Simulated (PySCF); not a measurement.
# Vibration and rotation of SrPb

ROHF-CCSD(T) constants of SrPb, triplet, unpaired electrons π ↑↑ (basis Sr def2-SVP with ECP28, Pb def2-SVP with ECP60; scalar-relativistic core potentials; PySCF 2.14; masses 87.9056 and 207.9766 u):

- ωe: 113.3 cm⁻¹
- ωexe: 0.311 cm⁻¹
- Be: 0.025415 cm⁻¹
- αe: 8.56e-05 cm⁻¹
- D (centrifugal): 5.11e-09 cm⁻¹
- De to Sr + Pb: 0.97 eV

**Question.** Give the vibrational terms G(v) and spacings up to v = 6.

**Answer.** G(v) = ωe(v+½) − ωexe(v+½)².

```csv
v,G(v) (cm⁻¹),G(v) − G(v−1),Bv (cm⁻¹)
0,56.6,,0.02537
1,169.3,112.7,0.02529
2,281.3,112.1,0.02520
3,392.7,111.4,0.02512
4,503.6,110.8,0.02503
5,613.7,110.2,0.02494
6,723.3,109.6,0.02486
```

**Question.** How well does the Morse estimate ωe²/(4ωexe) reproduce De, and what is D0?

**Answer.** It gives 1.28 eV, 132 % of the computed De. D0 = De − G(0) = 0.97 − 0.01 = 0.96 eV.

Correlated steps freeze 4 core orbitals. Correlated levels converge slowly with the basis: in double zeta they bind strong bonds too weakly, by up to about 1 eV, and carry superposition errors of some tenths. Spin–orbit coupling is left out, which matters for elements this heavy, above all for dissociation energies. The CCSD T1 diagnostic is raised, a sign that a single reference may not be enough here. The state is the lowest determinant that a PBE0 search found; another state may lie lower at other levels.
